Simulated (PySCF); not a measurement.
Structure problem from calculated spectra and properties.

Formula: C4H10Al2O2.

* 1H NMR: chemical shifts (computed TMS as zero) by class: 3.79 (1 H), 3.76 (1 H), 3.60 (6 H), 3.49 (1 H), 2.19 (1 H) ppm [GIAO HF/pcSseg-1]
* Triplet: lowest triplet excitation (Tamm–Dancoff): 4.80 eV [TDA CAM-B3LYP/def2-SVPD]
* Valence photoelectron: vertical ionisation energy: 10.01 eV [ΔSCF CAM-B3LYP/def2-SVPD]
* NMR, other nuclei: isotropic shieldings of nuclei other than C and H, by class: 349 (2 O), 476 (1 Al), 496 (1 Al) ppm [GIAO HF/pcSseg-1]
* Polarisability: 103.2 au [CAM-B3LYP/def2-SVPD]
* Rotational structure: rotational constants A, B, C: 1.607, 1.261, 0.827 GHz [PBE0-D3(BJ)/def2-SVP]
* 13C NMR: chemical shifts (computed TMS as zero) by class: 107.2 (1 C), 98.4 (1 C), 46.5 (2 C) ppm [GIAO HF/pcSseg-1]

Electronic properties: PySCF, gas phase, density fitting. Levels stand in brackets. Geometry: PBE0-D3(BJ)/def2-SVP; no solvent, vibrations or thermal averaging. NMR values are class means; diastereotopic atoms form classes of their own.

Problem. Give a SMILES that accounts for the data.

Solution. Numbering: `[CH:1]#[C:2][AlH-:3]1[O+:4]([CH3:5])[AlH2-:6][O+:7]1[CH3:8]`. 4 carbons fall into 3 classes; from least to most shielded: terminal alkyne carbon [C1] (107.2 ppm), alkyne carbon [C2] (98.4 ppm), O-methyl carbon [C5/C8] (46.5 ppm, 2 C). Hydrogen classes from least to most shielded: 1 H on an aluminium bonded to 2 O and 2 H, Al6 (3.79 ppm), 1 H on an aluminium bonded to 2 O and 2 H, Al6 (3.76 ppm), 6 H on 2 O-methyl carbons, C5/C8 (3.60 ppm), 1 H on an aluminium bonded to C, 2 O and H, Al3 (3.49 ppm), 1 H on a terminal alkyne carbon, C1 (2.19 ppm). The other shieldings belong to: 349 ppm, oxygen bonded to 2 Al and C [O4/O7]; 476 ppm, aluminium bonded to 2 O and 2 H [Al6]; 496 ppm, aluminium bonded to C, 2 O and H [Al3]. The first electron is taken from the HOMO, whose largest Löwdin shares are 0.31 on the aluminium bonded to 2 O and 2 H and 0.24 on each of 2 atoms of one kind (Al–H hydrogen). The optimised geometry has point group Cs and is an asymmetric top. Structure: `C#[C][AlH-]1[O+](C)[AlH2-][O+]1C`. The assignments are read from this structure; whether some other isomer fits the data as well wasn't checked.
